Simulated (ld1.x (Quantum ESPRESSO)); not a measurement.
## What the settings do to the TM potential of As

Base potential:

```json
{
 "Element": "arsenic (As)",
 "Generator": "ld1.x (Quantum ESPRESSO) 7.5",
 "Type": "norm-conserving Troullier–Martins (Kleinman–Bylander form)",
 "Functional": "PBE",
 "Relativity": "scalar-relativistic",
 "Frozen core": "[Ne]",
 "Valence charge": "23",
 "Reference configuration": "3s2 3p6 3d10 4s2 4p3",
 "Partial waves": "3s (bound): rc 0.60 bohr; 3p (bound): rc 0.85 bohr; 3d (bound): rc 0.95 bohr",
 "Local potential": "all-electron potential smoothed inside 0.65 bohr (lloc = -2)",
 "Core correction": "Bessel-smoothed model core inside 0.55 bohr"
}
```

Occupied shells without a wave of their own: 4p, 4s. They enter only through the test configuration that unscreens the potential, and ld1.x also counts them in the model core charge.

All-electron outer shells of the reference configuration (PBE, scalar-relativistic, ld1.x):

```
shell  level (eV)  outermost node (bohr)  outermost maximum (bohr)
   2s    -1486.76                   0.06                      0.17
   2p    -1303.65                      –                      0.14
   3s     -190.31                   0.25                      0.52
   3p     -133.68                   0.22                      0.52
   3d      -40.65                      –                      0.47
   4s      -14.49                   0.73                      1.61
   4p       -5.19                   0.78                      2.00
```

Cutoffs, loose and tight: the cutoffs (Ry, on a coarse ladder) from which the occupation-weighted sum of valence levels, in a spherical-Bessel basis at the reference potential, stays within 10 and 1 mRy of its value at 400 Ry. They do not see the model core or the augmentation charge, which bear on the density cutoff. Test errors are all-electron minus pseudo excitation energies from the reference, over the configurations 3s2 3p6 3d10 4s2 4p2; 3s2 3p6 3d10 4s2 4p1; 3s2 3p6 3d10 4s2 4p0; 3s2 3p6 3d10 4s1 4p3; 3s2 3p6 3d9 4s2 4p4; 3s2 3p6 3d10 4s0 4p5; 3s2 3p6 3d10 4s1 4p0. A dash means not determined; rows that change the core or the reference have their own tests.

With those shells counted twice in exchange and correlation these files are broken, and their errors move erratically; no question is asked of them.

Cutoffs are not given where the Bessel-basis levels miss the radial ones by over 6 mRy, ghosts where they miss by over 20 mRy; a channel whose overlap is not positive is not tested.

```tsv
change	outcome	cutoff, loose	cutoff, tight	bound ghosts	largest test error (meV)
base	generated, misses its reference levels by 0.16 eV	over 300 Ry	over 300 Ry	none	-4025
all radii but the core radius scaled by about 0.80 (s 0.48, p 0.68, d 0.76 bohr); local potential all-electron potential smoothed inside 0.52 bohr (lloc = -2)	generated, misses its reference levels by 0.34 eV	–	–	none	-3425
all radii but the core radius scaled by about 0.90 (s 0.54, p 0.76, d 0.86 bohr); local potential all-electron potential smoothed inside 0.58 bohr (lloc = -2)	generated, misses its reference levels by 0.23 eV	over 300 Ry	over 300 Ry	none	-3247
all radii but the core radius scaled by about 0.97 (s 0.58, p 0.82, d 0.92 bohr); local potential all-electron potential smoothed inside 0.64 bohr (lloc = -2)	generated	over 300 Ry	over 300 Ry	none	-2877
all radii but the core radius scaled by about 1.09 (s 0.66, p 0.92, d 1.04 bohr); local potential all-electron potential smoothed inside 0.70 bohr (lloc = -2)	generated	over 300 Ry	over 300 Ry	none	-2761
all radii but the core radius scaled by about 1.18 (s 0.72, p 1.00, d 1.12 bohr); local potential all-electron potential smoothed inside 0.78 bohr (lloc = -2)	generated, misses its reference levels by 0.53 eV	300 Ry	over 300 Ry	none	-1592
all radii but the core radius scaled by about 1.29 (s 0.78, p 1.10, d 1.22 bohr); local potential all-electron potential smoothed inside 0.84 bohr (lloc = -2)	failed: run_pseudo: Errors in PS-KS equation	–	–	–	–
all radii but the core radius scaled by about 1.39 (s 0.84, p 1.18, d 1.32 bohr); local potential all-electron potential smoothed inside 0.90 bohr (lloc = -2)	generated, misses its reference levels by 2.43 eV	260 Ry	over 300 Ry	none	-5836
```

Reading the sweep of the scale of all radii but the core radius (base = 1) (base included, trends over the rows without a ghost): The median size of the test errors (rows with all tests solved) is not monotonic: lowest 170.4 meV at 1.09, highest 735.9 meV at 1.39. The generation fails at 1.29.
